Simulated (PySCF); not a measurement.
Caesium: highly charged ions in a basis for the neutral atom

Cs⁷⁺ [Kr] 4d10 5s2, Cs⁸⁺ [Kr] 4d10 5s1. All numbers are calculated (PySCF 2.14, scalar relativity through the core potential, in def2-SVP with the def2 core potential (46 electrons) (5s3p2d, 24 functions)). No spin-orbit coupling, so a gap to NIST mixes the basis error with missing relativistic terms.

Changed run: basis of the neutral atom used for a highly charged ion. This setting is unsound on purpose.

| species | method | sound run (hartree) | changed run (hartree) | converged |
| --- | --- | --- | --- | --- |
| Cs⁷⁺ | UHF | not run | -8.53456 | yes |
| Cs⁷⁺ | PBE | not run | -8.61920 | yes |
| Cs⁷⁺ | M06-L | not run | -8.59994 | yes |
| Cs⁸⁺ | UHF | not run | -4.54955 | yes |
| Cs⁸⁺ | PBE | not run | -4.57809 | yes |
| Cs⁸⁺ | M06-L | not run | -4.57636 | yes |

Ionisation energy of Cs⁷⁺:

```json
{"method": "UHF", "changed run (eV)": "108.44", "NIST (eV)": "110.1 ± 0.6"}
{"method": "PBE", "changed run (eV)": "109.96", "NIST (eV)": "110.1 ± 0.6"}
{"method": "M06-L", "changed run (eV)": "109.49", "NIST (eV)": "110.1 ± 0.6"}
```

The contracted functions were made for the neutral atom and can be too rigid for a highly charged ion.
